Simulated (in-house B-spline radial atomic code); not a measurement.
Whole-atom quantities along the 35-electron series, configuration [Ar] 3d10 4s2 4p5. Breit and QED terms are first order and not part of the total energy; the density at the nucleus is averaged over the nuclear charge. Computed with an all-electron radial atomic-structure program (B-spline basis): Dirac-Hartree-Fock, average of the configuration, finite nuclei.

```csv
ion,Z,E/Z² (Eh),Σ<r²> (bohr²),n(0)/Z³ (bohr⁻³),Lamb diamagnetic shielding (ppm),repulsion over attraction,Breit energy (eV),self-energy (eV),vacuum polarisation (eV),Dirac less non-relativistic energy (Eh)
Br,35,-2.1265,40.101,1.0125,3192.74,0.16171,35.054,26.072,-2.609,-32.582
Kr+,36,?,?,?,?,?,?,?,?,?
Rb2+,37,-2.1758,26.203,1.059,3439.99,0.1572,42.436,31.642,-3.2793,-41.445
Sr3+,38,?,?,?,?,?,?,?,?,?
Zr5+,40,-2.2447,17.089,1.1363,3812.17,0.14974,55.458,41.533,-4.5283,-58.116
Nb6+,41,-2.2664,15.221,1.1634,3936.98,0.14723,60.355,45.277,-5.0183,-64.691
Mo7+,42,-2.2875,13.676,1.1906,4062.25,0.14473,65.544,49.258,-5.5489,-71.828
```

Problem. Fill in the row of Kr+.

Solution. E/Z² (Eh): -2.1515; Σ<r²> (bohr²): 31.64; n(0)/Z³ (bohr⁻³): 1.0352; Lamb diamagnetic shielding (ppm): 3316.39; repulsion over attraction: 0.15955; Breit energy (eV): 38.621; self-energy (eV): 28.76; vacuum polarisation (eV): -2.9293; Dirac less non-relativistic energy (Eh): -36.807.

Problem. Fill in the row of Sr3+.

Solution. E/Z² (Eh): -2.1994; Σ<r²> (bohr²): 22.328; n(0)/Z³ (bohr⁻³): 1.0838; Lamb diamagnetic shielding (ppm): 3563.75; repulsion over attraction: 0.15475; Breit energy (eV): 46.508; self-energy (eV): 34.725; vacuum polarisation (eV): -3.6611; Dirac less non-relativistic energy (Eh): -46.523.

Problem. With what power of Z does the column «vacuum polarisation (eV)» change over this range?

Solution. A fit of the logarithm of its size against log Z from Z = 35 to 42 has slope 4.14.
